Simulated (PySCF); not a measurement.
Al(Br)3 cation (AlBr3), SMILES [Br][Al]([Br])[Br] (connectivity only; charge and spin as stated), charge +1, multiplicity 2.

The structure is a stationary point at B3LYP-D3(BJ)/def2-SVP. The spin state was assumed, not searched. The isomer is the one that the SMILES or the coordinates give; other isomers of the formula were not compared.

Two levels are set side by side: PBE/def2-TZVP (PySCF) and r2SCAN/def2-TZVP (PySCF). Same geometry, gas phase. Differences are taken from unrounded values.

| quantity | r2SCAN | PBE | PBE minus r2SCAN |
|---|---|---|---|
| α-spin orbital gap (eV) | 6.32 | 5.56 | -0.77 |
| β-spin orbital gap (eV) | 0.53 | 0.39 | -0.14 |
| mean polarisability (bohr³) | 116.2 | 111.9 | -4.3 |

Rough cost on one machine, each run with all the roots and properties that it gave: r2SCAN against PBE within a factor of 2.
